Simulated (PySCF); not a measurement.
## Ir²⁺ (iridium, charge +2) across methods

[Xe] 4f14 5d6 6s1, high-spin 6D determinant (an excited configuration). All numbers are calculated (PySCF 2.14, a scalar-relativistic core potential, in aug-cc-pVTZ-PP with ECP60MDF). The B2PLYP total includes its PT2 part (frozen core); its orbital energies are those of the SCF part.

| method | E (hartree) | mean ε 5d α (eV) | mean ε 5d β (eV) | mean ε 6s α (eV) | Σ⟨r²⟩ (bohr²) | ⟨S²⟩ |
| --- | --- | --- | --- | --- | --- | --- |
| PBE0 | -103.3707 | -30.043 | -26.652 | -24.467 | 35.37 | 8.751 |
| B2PLYP | -103.1734 | -31.654 | -28.097 | -25.081 | 35.45 | 8.752 |
| M06-L | -103.4348 | -28.408 | -25.317 | -23.061 | 35.08 | 8.752 |
| BHandHLYP | -103.2626 | -31.594 | -28.241 | -25.069 | 35.41 | 8.751 |
| UHF | -102.71878 | -34.774 | -30.283 | -26.384 | 35.48 | 8.753 |
| r2SCAN | -103.4268 | -28.796 | -25.133 | -23.942 | 35.27 | 8.752 |
| wB97X-V | -103.3240 | -32.256 | -29.302 | -26.354 | 35.37 | 8.751 |
| PBE | -103.3982 | -28.193 | -25.063 | -23.612 | 35.47 | 8.751 |
| LDA | -103.1585 | -28.239 | -25.081 | -23.918 | 35.63 | 8.750 |

Energies and moments cover only the electrons outside the core potential. Spin-orbit coupling, absent here, splits the open shell strongly.
